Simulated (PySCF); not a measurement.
## KO⁺: from constants to spectrum

UHF-CCSD(T) constants of KO⁺, ³Σ⁻ (triplet), unpaired electrons π ↑↑ (K x2c-SVPall, O x2c-SVPall; spin-free X2C with a Gaussian nucleus (PySCF 2.14); masses 38.9637 and 15.9949 u):

```
ωe              : 112.5 cm⁻¹
ωexe            : 1.72 cm⁻¹
Be              : 0.15764 cm⁻¹
αe              : 0.00372 cm⁻¹
D (centrifugal) : 1.24e-06 cm⁻¹
De to K⁺ + O    : 0.241 eV
```

(1) Give the vibrational terms G(v) and spacings up to v = 6.

(2) How well does the Morse estimate ωe²/(4ωexe) reproduce De, and what is D0?

Correlated steps freeze 6 core orbitals. The bond is weak. Basis-set superposition, not corrected here, can be much of De in a small basis, most of all at correlated wavefunction levels. For an ion De counts to the pair picked by the measured ionisation energies or electron affinities, which need not be the lowest pair at this level. The state is the lowest determinant that a PBE0 search found; another state may lie lower at other levels.

Results:

(1) G(v) = ωe(v+½) − ωexe(v+½)².

```tsv
v	G(v) (cm⁻¹)	G(v) − G(v−1)	Bv (cm⁻¹)
0	55.8		0.1558
1	164.9	109.1	0.1521
2	270.5	105.6	0.1483
3	372.7	102.2	0.1446
4	471.4	98.7	0.1409
5	566.7	95.3	0.1372
6	658.6	91.9	0.1335
```

(2) It gives 0.228 eV, 95 % of the computed De. D0 = De − G(0) = 0.241 − 0.007 = 0.234 eV.
